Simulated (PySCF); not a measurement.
## Dipole moment and polarisability of W(NEt)Br4

Compound: W(NEt)Br4, C2H5Br4NW (singlet state).
Geometry (PBE0-D3(BJ)/def2-SVP, Å), atoms numbered from 1 in this order:
```xyz
13
C2H5Br4NW angstrom
W      0.1186    0.0247   -1.9454
N      0.4009    0.0495   -0.2720
C      0.6212    0.0135    1.1266
C     -0.6848   -0.0449    1.9025
H      1.2529   -0.8684    1.3359
H      1.2132    0.9067    1.3938
H     -0.4706   -0.0775    2.9801
H     -1.3035    0.8386    1.6921
H     -1.2576   -0.9426    1.6304
Br     2.4128   -0.0321   -2.8545
Br     0.0774    2.4392   -2.5078
Br    -2.3497    0.0589   -2.1130
Br    -0.0003   -2.4178   -2.3465
```

Level: CAM-B3LYP/def2-SVPD (PySCF), static field, nuclei fixed, core orbitals frozen in the response. The polarisability tensor in these axes (au):

```
x   183.44  -0.19  -9.14
y    -0.19 184.66  -2.54
z    -9.14  -2.54 158.85
```

Task: Diagonalise the tensor; give its mean and Δα, where Δα² is half the sum of the squared differences of the eigenvalues.

Result: Principal values 155.61, 184.66 and 186.67 au; mean 175.65 au = 26.03 Å³ = 28.96 × 10⁻⁴⁰ C²·m²/J; Δα = 30.11 au (17 % of the mean).

Task: What is the dipole moment, and where does it point?

Result: (0.46, -0.04, 4.38) D, 4.41 D in size, pointing from the negative to the positive side. Measured along this direction, the outermost atoms are Br10 and Br11 at the negative end and H7 at the positive end.

Task: Refractivity n − 1 of an ideal gas of it at 298.15 K and 1 atm, from the electronic α?

Result: N = p/kT = 2.4615 × 10¹⁹ cm⁻³, so n − 1 = 2π × N × 26.03 × 10⁻²⁴ cm³ = 4026 × 10⁻⁶ at long wavelengths.

Task: What molar refraction does this α imply?

Result: Lorentz–Lorenz: R = (4π/3)N_A α = 2.5225 cm³/(mol·Å³) × 26.03 Å³ = 65.7 cm³/mol, in the limit of long wavelengths.

Task: What depolarisation ratio follows for Rayleigh scattering of linearly polarised light, taking the static tensor?

Result: ρ = 3Δα²/(45ᾱ² + 4Δα²) = 2719.1/(1388363 + 3625.5) = 0.00195.

Task: How large is μ²/3kT at 298 K beside α?

Result: In Gaussian units μ²/3kT = 157.28 Å³ against 26.03 Å³, a ratio of 6.04; the Debye molar polarisation (4π/3)N_A(α + μ²/3kT) is 462.4 cm³/mol, leaving out the vibrational part.

Geometry: PBE0-D3(BJ)/def2-SVP; no solvent, vibrations or thermal averaging. Atoms past krypton carry effective core potentials; spin–orbit coupling is left out. The calculation is non-relativistic apart from the core potentials, for bromine too.
